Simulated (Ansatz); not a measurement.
Reaction (substitution at a C–F bond): `C[C](C)(F)[AlH2]` + H₂S → `C[C](C)([AlH2])S` + H–F

Computed with Ansatz on PBE0-D4/def2-TZVP structures; ΔE is electronic, products minus reactants. CCSD(T)/CBS is the MP2 limit (def2-TZVPP, def2-QZVPP) plus CCSD(T) − MP2 in def2-TZVPP, frozen cores. This one scheme is used for every species. Functionals use def2-TZVPP. B3LYP here is the variant with VWN-RPA as its local correlation; programs differ in this. Each species was taken in one conformer, which may not be the lowest.

`C[C](C)(F)[AlH2]`:

Z-matrix (Å, degrees):
```
C
C 1 1.516
H 1 1.093 2 111.8
H 1 1.094 2 110.6 3 -120.7
H 1 1.096 2 110.3 3 119.8
C 2 1.516 1 111.0 3 -174.4
F 2 1.420 1 106.7 3 -58.6
Al 2 1.999 1 112.2 3 58.9
H 6 1.093 2 111.8 1 174.4
H 6 1.093 2 110.6 1 -65.0
H 6 1.097 2 110.3 1 54.5
H 8 1.584 2 121.2 1 -114.8
H 8 1.591 2 117.7 1 65.0
```

H₂S:

Z-matrix (Å, degrees):
```
S
H 1 1.341
H 1 1.341 2 92.3
```

`C[C](C)([AlH2])S`:

Cartesian coordinates in Å:
```
C -0.425 -1.355 -0.174
C 0.254 -0.008 0.067
C -0.639 0.881 0.929
Al 0.574 0.881 -1.680
S 1.886 -0.223 0.817
H 0.199 -2.035 -0.759
H -0.638 -1.853 0.781
H -1.382 -1.229 -0.694
H -0.172 1.843 1.154
H -0.853 0.393 1.889
H -1.601 1.069 0.440
H -0.722 1.216 -2.535
H 2.027 1.238 -2.201
H 1.492 -0.817 1.965
```

H–F:

Cartesian coordinates in Å:
```
F -0.420 0.185 -0.035
H 0.420 -0.185 0.035
```

| level | ΔE (kJ/mol) | difference from CCSD(T)/CBS |
| --- | --- | --- |
| PBE-D4 | -32.5 | 10.2 |
| r2SCAN-D4 | -26.1 | 16.6 |
| B3LYP-D4 | -25.2 | 17.5 |
| ωB97X-V | -24.1 | 18.6 |
| PBE | -23.9 | 18.8 |
| r2SCAN | -24.0 | 18.7 |
| PBE0 | -29.0 | 13.7 |
| MP2/def2-TZVPP | -56.1 | -13.4 |
| SCS-MP2/def2-TZVPP | -42.6 | 0.1 |
| CCSD(T)/def2-TZVPP | -37.8 | 4.9 |
| HF/def2-QZVPP | -6.3 | 36.4 |
| MP2/def2-QZVPP | -59.0 | -16.3 |
| SCS-MP2/def2-QZVPP | -45.5 | -2.8 |
| HF/CBS(def2) | -6.3 | 36.4 |
| MP2/CBS(def2) | -60.9 | -18.2 |
| CCSD/CBS(def2) | -37.6 | 5.1 |
| CCSD(T)/CBS | -42.7 | 0 |

Largest T1 diagnostic among the species: 0.011.

The D4 term adds −14.1 kJ/mol with B3LYP and −7.5 kJ/mol with PBE0; it sums over pairs of atoms, weighted by their polarisabilities, and B3LYP, whose exchange is more repulsive, gets the larger term. In def2-TZVPP, CCSD(T) changes the Hartree–Fock value by −31.8 kJ/mol (the triples alone add −5.0 kJ/mol) and MP2 by −50.1 kJ/mol. From PBE to PBE0 (25 % exact exchange), in def2-TZVPP and without D4, ΔE moves by −5.1 kJ/mol.

CCSD(T)/CBS has its own doubt, a few kJ/mol and more with outer-core shells, so smaller differences from it don't rank the levels.
